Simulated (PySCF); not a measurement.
Molecule: `C(CC)O[C@H](C)F`, C₅H₁₁FO.

Geometry (Å), atoms numbered from 1 in this order:
```xyz
18

C    -2.879   -0.144   -0.078
C    -1.402   -0.473    0.092
C    -0.569    0.155   -1.025
O     0.791   -0.255   -1.031
C     1.613    0.309   -0.095
C     3.063    0.059   -0.470
F     1.386   -0.256    1.160
H    -3.459   -0.591    0.726
H    -3.038    0.932   -0.057
H    -3.251   -0.526   -1.026
H    -1.254   -1.554    0.066
H    -1.052   -0.113    1.060
H    -0.952   -0.161   -1.999
H    -0.621    1.253   -0.965
H     1.401    1.385    0.049
H     3.212   -1.008   -0.608
H     3.290    0.576   -1.397
H     3.713    0.419    0.323
```

Frames of a GFN2-xTB Langevin trajectory at 400 K; GIAO PBE0/pcSseg-1 shieldings in PySCF 2.14.0 with density-fitted response routines, gas phase, non-relativistic; equivalent atoms averaged within each frame.

Shifts are taken against calculated references (same method and geometry level): TMS for $^{13}$C (σref 186.93), $^{1}$H (σref 31.72); $^{17}$O (σref 336.08) vs H2O; CFCl3 for $^{19}$F (σref 170.95). The references are static minima.

How do the shifts (ppm) fluctuate along the trajectory?

Results:


```tsv
time (fs)	C5	C3	C2	C6	C1	O4	F7	H15	H13	H14
250	121.9	80.4	31.4	23.5	12.4	143.6	-140.0	4.60	4.60	3.85
425	120.2	83.5	33.3	25.6	18.2	122.2	-138.9	6.54	5.78	4.22
625	118.1	76.1	31.7	27.4	11.5	104.7	-97.0	5.86	5.45	3.15
800	112.6	75.4	23.4	24.7	13.6	112.4	-145.4	5.53	3.15	2.91
1000	117.4	71.2	26.1	32.1	10.2	114.9	-90.3	6.71	3.44	3.07
mean of frames	118.0	77.3	29.2	26.6	13.2	119.6	-122.3	5.85	4.48	3.44
standard deviation	3.5	4.7	4.2	3.4	3.0	14.8	26.4	0.85	1.17	0.57
```

5 frames give an uncertainty of the mean of about the standard deviation over 2.2 at best, since frames this close in time may not be independent; classical motion lacks zero-point vibration, and the reference would need the same averaging.
